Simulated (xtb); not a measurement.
F₂ (SMILES FF), singlet, geometry from GFN2-xTB.

The xtb input:
```
$ xtb mol.xyz --gfn 0 --json

# file mol.xyz
2

F     -0.00000000    -0.00000000    -0.70158239
F      0.00000000     0.00000000     0.70158239
```

Task: What does this run give for the HOMO-LUMO gap, total energy, partial charges in atom order?

Result: 
```
Quantity                                 Result
-----------------------------  ----------------
HOMO-LUMO gap                           3.81 eV
total energy                         -7.6355 Eh
partial charges in atom order  F1 0.00, F2 0.00
```
